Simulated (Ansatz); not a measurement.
The first iterations of a band of C2H7BOS (12 atoms, charge 0, multiplicity 1).

All numbers below come from RKS PBE-D4/def2-mTZVP (Ansatz 0.2.0).

```yaml
movable_images: 7
climbing_image: yes
spring: 5.0 eV/Å²
optimiser: quadratic models (default)
start_path: IDPP
force_threshold: 0.05 eV/Å
iteration_limit: 60
end_points: relaxed
```

First end point:

```xyz
12
Properties=species:S:1:pos:R:3
C -0.809 0.611 0.987
C 0.278 -0.300 0.428
S 1.851 0.714 0.276
B 0.139 -0.769 -1.074
O -0.758 -0.234 -1.956
H -0.566 0.968 1.998
H -0.964 1.506 0.362
H -1.765 0.068 1.047
H 0.483 -1.120 1.130
H 2.666 -0.316 -0.092
H 0.857 -1.629 -1.516
H -1.335 0.446 -1.556
```

Last end point:

```xyz
12
Properties=species:S:1:pos:R:3
C -1.058 0.299 1.033
C 0.228 -0.225 0.375
S 1.464 1.176 0.349
B -0.076 -0.772 -1.085
O 0.350 -0.121 -2.193
H -0.874 0.642 2.061
H -1.488 1.138 0.466
H -1.814 -0.499 1.067
H 0.645 -1.015 1.020
H 2.567 0.410 0.104
H -0.735 -1.769 -1.245
H 0.868 0.680 -1.918
```

| iteration | highest image above the first end (eV) | largest band force component (eV/Å) |
| --- | --- | --- |
| 1 | 0.087 | 0.668 |
| 2 | 0.058 | 0.218 |

**Question.** Does the band converge within its limit, and where does its top end?

**Answer.** It converged. It ended after 5 iterations with the highest image 0.050 eV above the first end. A vibrational analysis at the climbing image gives one clearly imaginary mode, 145i cm⁻¹: a first-order saddle point.

Run time: 61 s on 2 threads of INTEL(R) XEON(R) PLATINUM 8581C CPU @ 2.10GHz (Emerald Rapids), on a shared host, peak memory 0.18 GiB.
